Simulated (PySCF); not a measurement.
**Bond length, frequency and bond energy of KLi by level of theory**

State: ¹Σ⁺ (singlet), closed shell. Set-up: K 3-21G, Li 3-21G; no relativity (PySCF 2.14). De refers to K + Li in their ground configurations, without counterpoise correction. A positive dipole means K(−)Li(+). Levels whose curve was spin-contaminated or gave no clean fit are not listed.

```csv
Level,Re (Å),ωe (cm⁻¹),De (eV),μ (D),"CPU s a point (SCF and correlation, without the integrals)"
RHF-MP2,3.514,188,0.362,n/a,0.015
RHF-SCS-MP2,3.511,187,0.438,n/a,n/a
RHF-CCSD,3.482,183,0.63,n/a,n/a
RHF-CCSD(T),3.482,183,0.64,n/a,0.11
PBE,3.405,190,0.69,-2.65,0.17
BLYP,3.385,187,0.69,-2.22,0.13
r²SCAN,3.467,191,0.58,-3.38,0.23
PBE0,3.415,195,0.63,-3.21,0.31
B97-3,3.404,197,0.85,-2.91,0.14
CAM-B3LYP,3.338,204,0.65,-3.12,0.23
```

The bond length runs from 3.338 Å (CAM-B3LYP) to 3.514 Å (RHF-MP2). De spans 0.36 eV (RHF-MP2, perturbation theory) to 0.85 eV (B97-3, global hybrid GGA).

Correlated steps freeze 5 core orbitals. Closed-shell solutions of metal pairs were not tested for spin polarisation, which can lower them a little. Where the molecule has an RHF reference, its open-shell atoms are computed with UHF. 3-21G is very small, so such numbers show the basis as much as the molecule.

The whole job (state search and all levels along the bond) took about 0.52 min on 1 thread of Intel Xeon 6975P-C (shared host), peak memory 0.37 GiB.
